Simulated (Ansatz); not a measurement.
Species: C$_{4}$H$_{7}$NSi, SMILES `N#C/C=C/C[SiH3]` (charge 0, multiplicity 1), formula C4H7NSi.

Q: How many basis functions does frozen-core CCSD(T)/cc-pVTZ // B3LYP-D3(BJ)/def2-TZVP in Ansatz (a first-principles code) use, how many core orbitals are frozen, and how many electrons are correlated?

A: 282 basis functions and 10 frozen orbitals, which leaves 32 correlated electrons. Core time is of the order of minutes.
